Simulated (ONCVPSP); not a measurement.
## Before and after: ONCV potential for Sb

* Element: antimony
* Generator: ONCVPSP 4.0.1
* Type: optimised norm-conserving Vanderbilt (ONCV)
* Functional: PBEsol
* Relativity: scalar-relativistic
* Frozen core: [Kr] 4d10
* Valence charge: 5
* Reference configuration: 5s2 5p3
* Partial waves: 5s: rc 2.05 bohr, ncon 4, nbas 9, qcut 2.7 1/bohr, 2 projectors, debl 2.7 Ha; 5p: rc 1.75 bohr, ncon 4, nbas 7, qcut 5.2 1/bohr, 3 projectors, debl 2.9 Ha
* Local potential: polynomial inside 1.40 bohr (lpopt 5, dvloc0 0 Ha)
* Core correction: Teter function, fcfact 3, rcfact 1.55

Change: s: debl 0.3. In the s channel the program set the typed energies aside and used -0.473, 0.250 Ha.

Cutoffs: the cutoffs (Ha) at which the residual kinetic energy of the hardest occupied pseudo-wave falls to 1 and 0.1 mHa per electron; they do not see the model core or the augmentation charge, which bear on the density cutoff. Errors are all-electron minus pseudo energies relative to the spin-unpolarised reference configuration.

Problem. Predict the effect on cutoff, ghosts and configuration errors.

Solution. The potential gets neither clearly harder nor softer (36 Ha and 56 Ha → 36 Ha and 56 Ha); the bound ghosts move from p to p, s; the lowest positive-energy flag moves from s at 8.3 eV to none; the errors of the 4 common tests hardly move; the range in which the s phases agree widens (upper end 0.3 → 3.5).

```csv
quantity,base,changed
"cutoff, loose",36 Ha,36 Ha
"cutoff, tight",56 Ha,56 Ha
bound ghosts,p,"s, p"
GHOST(+) flags under 300 eV,s at 8.3 eV,none
"error for 5s2 5p2, meV [ΔE 8.34 eV]",-20,-20
"error for 5s2 5p1, meV [ΔE 24.36 eV]",-137,-138
"error for 5s2 5p0, meV [ΔE 48.80 eV]",-465,-468
"error for 5s2 5p2.5, meV [ΔE 3.27 eV]",-3.9,-3.9
s: phases at 2.08 bohr within 0.05 rad from the reference energy up to (Ha; the scan ends near 5),0.3,3.5
p: phases at 1.78 bohr within 0.05 rad from the reference energy up to (Ha; the scan ends near 5),to the end of the scan,to the end of the scan
"rms error of d²Exc/dni dnj with the model core, mHa",1.45,1.45
```

 A true bound ghost makes a file unfit for plane-wave use even where its test errors are small: the radial tests pick states by their node count and pass the ghost by.
